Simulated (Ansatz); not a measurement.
A run for Ansatz (a program for electronic structure): R-wB97M-V/def2-TZVPPD on HBr (SMILES Br) with ghost functions, monomers drawn apart or pushed together. Files ending in .json are basis or fitting sets from the Basis Set Exchange.

Ansatz 0.2 input:
```yaml
crystal:
  periodic: [false, false, false]
  atoms:
    - {symbol: Br, position_ang: [-0.01128902, -0.24797191, 5.70545545]}
    - {symbol: H, position_ang: [0.06669282, -0.53068144, 4.30536263]}
basis:
  gaussian:
    orbitals: def2-TZVPPD.json
    ghost_atoms:
      - {symbol: Cl, position_ang: [0.53481538, -0.46597293, -0.22561594]}
      - {symbol: H, position_ang: [0.80026747, 0.78567606, -0.12357310]}
hamiltonian:
  xc: {name: wB97M-V}
scf: {lower_state_search: off}
```

Output:

```
WARN ansatz: RAYON_NUM_THREADS=2 ignored (pool sized by the plan → 2); use --threads N
Functional definition: wB97M-V
these checks for a lower state are left out or cut short: stability, starts, cluster_reference, orbital_swaps, neighbouring_geometries, increment
integrals: 0.07 GiB planned
883 factors; their error is unknown
integrals: 0.10 GiB planned
179 factors; integrals over basis functions are off by at most 8.1e-5 eV
mean field: 0.57 GiB planned
mean field evaluation 1: about -70058.2552 eV, gradient 8.3e0 eV
mean field evaluation 2: about -70058.4596 eV, gradient 4.3e0 eV
mean field evaluation 4: about -70058.5077 eV, gradient 3.2e-1 eV
mean field evaluation 8: about -70058.6990 eV, gradient 3.2e-2 eV
mean field evaluation 16: about -70058.6990 eV, gradient 2.4e-6 eV
mean field -70058.69897703 eV, -2574.6096999140 hartree, gradient 2.4e-6 eV, S^2 0.000000; 0 other end points of the search recorded, 0 dependent functions left out
reference -70058.69902650 eV, -2574.6097017320 hartree; 18, 18 occupied and 124, 124 virtual orbitals, 883 factors
Total energy: -70058.69902650 eV, -2574.6097017320 hartree
Checks for a lower state left out: stability, starts, cluster_reference, orbital_swaps, neighbouring_geometries, increment
```

The calculation finished and met its thresholds.

Cost: about 3 core-seconds (a rough figure).
